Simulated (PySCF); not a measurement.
Isomers of C6H14OP2, one GFN2-xTB conformer each. Single-point energies are computed at PBE0/pcSseg-1 (PySCF, gas phase, no added dispersion term), electronic only.

Question: Rank them by PBE0/pcSseg-1 energy, lowest first (kJ/mol).
A. `[CH3:1][O:2][CH2:3]/[P:4]=[P:5]/[C:6]([CH3:7])([CH3:8])[CH3:9]` with C1–O2–C3–P4 -179°, O2–C3–P4–P5 -4°
B. `[CH3:1]/[CH:2]=[CH:3]/[P@@:4]([CH3:5])(=[O:6])[P:7]([CH3:8])[CH3:9]` with C2–C3–P4–C5 -128°, C3–P4–P7–C8 -175°

Answer: B (0.0), A (158.6).

As drawn, the lower has a P=O bond and a C=C bond outside aromatic rings, which the higher lacks. GFN2-xTB itself gives, in the same order: 0.0, 123.6. Both levels put the same isomer lowest.

Question: Which frontier levels, dipoles and rotational constants go with these structures?

Answer: 
```
                 SMILES  HOMO (eV, PBE0/pcSseg-1)  LUMO (eV)  dipole (D)       A, B, C (MHz)
C/C=C/[P@@](C)(=O)P(C)C                     -6.63      -0.45        2.31  1740, 767.1, 648.8
       COC/P=P/C(C)(C)C                     -6.61      -2.19        1.42  2361, 616.1, 550.7
```
